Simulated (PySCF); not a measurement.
A GIAO shielding run with PySCF 2.14.0 with density-fitted response routines (density fitting, non-relativistic, gas phase) on SMILES F[SiH](F)[Si@@H]1C[C@H]1C(Cl)Cl, C$_{3}$H$_{6}$Cl$_{2}$F$_{2}$Si$_{2}$:

```
$ OMP_NUM_THREADS=1 python probes_run.py task.json out

{"job": {"kind": "nmr", "xc": "PBE0", "basis": "pcSseg-1"}, "charge": 0, "multiplicity": 1}
F      3.758987    -0.319624     0.515164
Si     2.614395     0.741004     0.168383
F      3.241137     1.429767    -1.132519
Si     0.759207    -0.458517    -0.393774
C     -0.718103     0.396694    -1.204686
C     -0.910041     0.151006     0.293154
C     -1.951853    -0.832310     0.668613
Cl    -1.680039    -1.451302     2.317417
Cl    -3.599354    -0.109994     0.605781
H      2.667560     1.754476     1.200626
H      0.789064    -1.904550    -0.615766
H     -1.375174    -0.168847    -1.849314
H     -0.674741     1.433281    -1.507093
H     -0.950656     1.042758     0.908538
H     -1.974803    -1.695851     0.003566
```

Hardware: 1 thread of an Intel Xeon, shared host. The job also computes population analyses, field gradients, ring-centre shieldings.

**Question.** How large is the calculation?

**Answer.** 104 electrons, 211 basis functions and 1191 auxiliary functions.

**Question.** How long does it take, and how much memory does it need?

**Answer.** 94 s of wall time, with 14 SCF cycles and 5 response iterations; peak memory 0.98 GiB. Times on a shared host scatter by some tens of per cent.
